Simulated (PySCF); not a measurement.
A small calculation by hand: refractive index and permittivity of the vapour

bromoethene (C2H3Br), SMILES C=CBr.

Coordinates come from a PBE0-D3(BJ)/def2-TZVP optimisation.

PBE/def2-TZVPD (PySCF) gives a mean static polarisability of 50.0 bohr³ and a dipole moment of 1.34 D. Take an ideal gas at 298.15 K and 0.1 bar, whether or not the substance is that volatile.

### Question
Work out n − 1 in the optical limit and the static ε − 1.

### Answer

Polarisability volume α' = 50.0 × 0.148185 = 7.41 Å³. Number density N = p/kT = 2.43e-6 Å⁻³.
Dilute limit of Lorentz–Lorenz: n − 1 = 2π N α' = 0.00011.
Orientation term of Debye: μ²/(3kT) = 8.098 Å³ × μ²(D²) = 14.54 Å³.
ε − 1 = 4π N (α' + μ²/3kT) = 0.00067. Orientation of the dipole supplies 66 % of the static response; it can't follow optical fields. Vibrational polarisation and dispersion are left out.
